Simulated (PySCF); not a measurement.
## How methods differ on the electron affinity of Pd

Pd⁻ [Kr] 4d10 5s1 (2S) → Pd [Kr] 4d10 (1S), as a difference of total energies. Computed with PySCF 2.14 in def2-TZVPPD with the def2 core potential (28 electrons), with a scalar-relativistic core potential. Correlated levels: valence and next inner shell: nothing frozen outside the core potential. The calculations carry no spin-orbit coupling.

| method | electron affinity (eV) | error (eV) |
| --- | --- | --- |
| UHF | -0.761 | -1.323 |
| MP2 (valence and next inner shell) | 0.007 | -0.555 |
| SCS-MP2 (valence and next inner shell) | -0.122 | -0.684 |
| CCSD (valence and next inner shell) | -0.082 | -0.644 |
| CCSD(T) (valence and next inner shell) | 0.025 | -0.537 |

Reference: 0.562 eV (measured; photodetachment measurements, as compiled on the Wikipedia data page of electron affinities).

Errors of the correlated levels include the incompleteness of this basis.

A negative affinity means that the anion lies above the atom at that level of theory.
